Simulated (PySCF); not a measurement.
# Identify the compound

The spectra below were simulated for a compound C₄H₂BF₃O₂.

$^{1}$H NMR (500 MHz, computed): δ 4.22 (br s, 2H).

$^{13}$C{$^{1}$H} NMR (computed): δ 170.1 (ddd, J = 377.3, 368.9, 50.3 Hz), 120.9 (ddd, J = 295.3, 53.5, 32.7 Hz), 111.8 (d, J = 5.0 Hz), 87.9 (dd, J = 28.5, 12.7 Hz).

How the numbers were obtained: coordinates at the PBE0-D3(BJ)/def2-SVP level, couplings computed with B3LYP/pcJ-1 (spin–dipole term only in couplings to heteroatoms), shieldings: GIAO PBE0/pcSseg-1, in PySCF 2.14 (gas phase, non-relativistic, one conformer, equivalent nuclei averaged).

References, each an isolated molecule treated in the same way: $^{1}$H (31.27 ppm), $^{13}$C (184.41 ppm) against TMS.

Propose a structure and justify it.

Answers


- 4 carbon signals for 4 carbons: no two carbons are equivalent.
- Carbon types of the structure: 4 × C, leaving 2 H on heteroatoms.
- δC 170.1, 120.9: fully substituted alkene carbon.
- δC 111.8, 87.9: alkyne carbon.
- δH 4.22: hydrogen on an oxygen bonded to B; exchangeable, gas-phase position.

Structure: SMILES OB(O)C#CC(F)=C(F)F.

This is the structure that produced the data.

Exchangeable OH/NH protons stand at their gas-phase positions; hydrogen bonding in a real sample shifts them, mostly to higher δ. A carbon bonded to boron is broadened by the quadrupolar boron nucleus and is often missing from a measured spectrum. C–F couplings over four or more bonds (about 3 Hz to the para carbon of a fluoroarene) are left out. Common functionals overestimate the size of one-bond C–F couplings by tens of Hz; these are unscaled. Shifts are as computed. Against solution values, carbons near 30 ppm lie about +2 ppm off and those near 130 ppm about +5 ppm. Of 1211 compounds with measured shifts, 218 miss one by over three times the rms of a fit or turn the order of signals round; such compounds aren't used in these exercises.
